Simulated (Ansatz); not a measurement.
Gas-phase reaction in SMILES: [F][Y]([F])[F] → [F][Y][F] as doublet, charge 0 + F atom (the F-Y bond at the site shown breaks; other sites are not compared here)
Each molecule is optimised on its own at B3LYP-D3(BJ)/def2-TZVP (Ansatz, an electronic-structure program). [F][Y][F] as doublet, charge 0: The spin state was set by rule; other spins were not relaxed. A spin state is the lowest found, not a proven ground state.
Geometry of the first species:
SMILES: [Y]([F])([F])[F]
```xyz
4

Y      0.0000     0.0000     0.0000
F     -1.7052    -1.0608     0.0711
F     -0.0020     1.8547    -0.7733
F      1.7072    -0.7939     0.7023
```

Wanted: bond dissociation energy (electronic energy difference), in kcal/mol. Correlated levels leave the core frozen unless marked. UHF or UKS for open shells. Spin-orbit coupling is left out. Frozen are the shells of the preceding noble gas and the d and f shells that filled before the atom's block. In def2 rows, elements after Kr have scalar-relativistic effective core potentials. Basis-set limits of correlation are two-point, X^-3; Hartree-Fock from the larger set. [CCSD(T)-MP2]/basis is that difference in the basis named.

```
level                                                                 program  bond dissociation energy (kcal/mol)
-------------------------------------------------------------  --------------  -----------------------------------
PBE/def2-TZVPD                                                         Ansatz                                154.8
B97M-V/def2-TZVPD                                                      Ansatz                                151.8
PBE0-D3(BJ)/def2-TZVPD                                         Ansatz + dftd3                                150.0
BHLYP-D4/def2-TZVPD                                            Ansatz + dftd4                                  [?]
CAM-B3LYP-D4/def2-TZVPD                                        Ansatz + dftd4                                154.3
SCS-MP2/def2-SVP                                                       Ansatz                                156.1
RI-MP2/CBS(def2-TZVPPD,def2-QZVPPD)+[CCSD(T)-MP2]/def2-TZVPPD          Ansatz                                158.8
```

What belongs in the gaps?


- BHLYP-D4/def2-TZVPD, bond dissociation energy (kcal/mol): 144.6
